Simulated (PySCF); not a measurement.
From one molecule to another.

First species: C7H13OP.
Z-matrix (Å and degrees, GFN2-xTB geometry), rows numbered from 1:
```
C 
C   1  1.5277
C   2  1.4740  1  110.08
C   3  1.3447  2  141.54  1   128.21
P   3  1.7994  2  149.66  1   -36.37
O   5  1.4701  3  125.47  4  -104.93
C   5  1.8481  3  115.29  4    97.64
C   7  1.5156  5  111.90  3   -13.04
C   7  1.5236  5  105.87  3  -136.45
H   1  1.0876  2  110.15  3   -61.42
H   1  1.0884  2  110.08  3    57.66
H   1  1.0874  2  110.61  3   178.13
H   2  1.0948  1  109.31  3  -119.91
H   2  1.0940  1  110.57  3   121.13
H   4  1.0723  3  137.37  5   173.40
H   7  1.0963  5  105.55  3   107.52
H   8  1.0877  7  110.96  5    61.83
H   8  1.0880  7  110.23  5   -58.17
H   8  1.0885  7  110.07  5  -177.92
H   9  1.0889  7  110.93  5  -172.74
H   9  1.0890  7  109.92  5   -52.37
H   9  1.0892  7  110.03  5    66.93
```

Second species: C7H13OP.
InChI=1S/C7H13OP/c1-3-7-5-4-6(2)9(7)8/h3,6-7,9H,1,4-5H2,2H3/t6-,7+/m0/s1

Levels: PBE0/pcSseg-1 for HOMO energy, LUMO energy and HOMO–LUMO gap. Geometries: GFN2-xTB. All species are isolated and taken at one optimised geometry, non-relativistic unless stated; the electronic structure was computed with PySCF and density fitting.

The conformers computed, where there is a choice (atom-mapped SMILES and torsion angles):
- `[CH3:1][CH2:2][C:3]1=[CH:4][P@@:5]1(=[O:6])[CH:7]([CH3:8])[CH3:9]`: C1–C2–C3–C4 128°, C4–P5–C7–C8 35°

The conformers of `C=C[C@@H]1CC[C@H](C)[P@H]1=O` aren't listed.

Values for the first species:

```
HOMO energy   : -7.00 eV
LUMO energy   : -0.40 eV
HOMO–LUMO gap : 6.60 eV
```

(1) Estimate the same properties for the second species, and the change in each.

Answers

(1) 
```csv
property,first,second,second less first
HOMO energy,-7.00 eV,-7.03 eV,-0.03 eV
LUMO energy,-0.40 eV,0.07 eV,+0.47 eV
HOMO–LUMO gap,6.60 eV,7.10 eV,+0.50 eV
```

